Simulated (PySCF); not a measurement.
A structure optimised at PBE0-D3(BJ)/def2-SVP, used in a PySCF frequency run:

```
C
H 1 1.1010
H 1 1.1010 2 108.08
C 1 1.4979 2 113.98 3 -127.82
C 4 1.3312 1 106.42 2 -117.64
F 5 1.2996 4 130.62 1 180.00
O 5 1.3528 6 112.89 4 -180.00
H 4 1.0861 5 126.17 6 0.00
C 7 1.3947 5 107.05 6 180.00
F 9 1.3373 7 108.10 5 -122.31
F 9 1.3373 10 106.90 7 116.17
```

Question: Write its SMILES, formula and point group.

Answer: FC1=CCC(F)(F)O1, C4H3F3O, Cs

Question: What are its rotational constants (standard atomic weights)?

Answer: 4.0112, 1.6233, 1.4588 GHz
